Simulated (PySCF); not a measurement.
Vertical excitations of a molecule CH₁₂N₂Si₃ from TDA-PBE0/def2-SVPD (PySCF 2.14.0), as energy in eV (oscillator strength): 6.12 (0.014), 6.38 (0.012), 6.68 (0.017), 6.98 (0.059), 7.11 (0.081), 7.23 (0.016). Lowest triplet (TDA): 5.86 eV. Geometry: r2SCAN-D4/def2-SVP. One conformer was computed; it need not be the lowest.

Q: Pick the molecule that these values belong to.
A) CN[SiH2][SiH2][SiH2]N
B) C[SiH](N[SiH3])N[SiH3]
C) NC[Si](N)([SiH3])[SiH3]
D) CN[SiH2][SiH2]N[SiH3]

A: B, C[SiH](N[SiH3])N[SiH3]
